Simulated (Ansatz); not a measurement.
Calculated with Ansatz (gas phase, PBE0-D4/def2-TZVP geometries, no zero-point term in ΔE). CCSD(T)/CBS is the MP2 limit (def2-TZVPP, def2-QZVPP) plus CCSD(T) − MP2 in def2-TZVPP, frozen cores. Functionals use def2-TZVPP. For Ge outer-core shells are correlated without core-valence functions, which leaves a few kJ/mol of doubt a bond. Scalar relativity is left out up to krypton. One conformer a species, not always the lowest.

Consider the ligand exchange at the Si–C bond: `NC[SiH2]F` + `[OH][GeH3]` → `F[SiH2][O][GeH3]` + CH₃NH₂.

```
    level  ΔE (eV)
revPBE-D4    -1.25
  r2SCANh    -1.42
```

(1) What does CCSD(T)/CBS give? (An estimate is asked.)

(2) What do rigid-rotor, harmonic-oscillator terms from PBE0-D4/def2-TZVP frequencies (298.15 K, 1 bar) make of the CCSD(T)/CBS value? (Best estimate.)

Largest T1 diagnostic among the species: 0.012.

## Answers

(1) The calculation gave: -1.43 eV. The listed levels differ from it by 0.18, 0.01 eV.

(2) Computed: ΔZPE = +0.04 eV, ΔH = -1.39 eV, ΔS = 10 J/(mol·K), ΔG = -1.42 eV. Modes under 50 cm⁻¹ make the entropy rough.

From PBE to PBE0 (25 % exact exchange), in def2-TZVPP and without D4, ΔE moves by −0.07 eV. At CCSD(T), def2-SVP lies +0.03 eV from the extrapolated value and def2-TZVPP −0.01 eV.
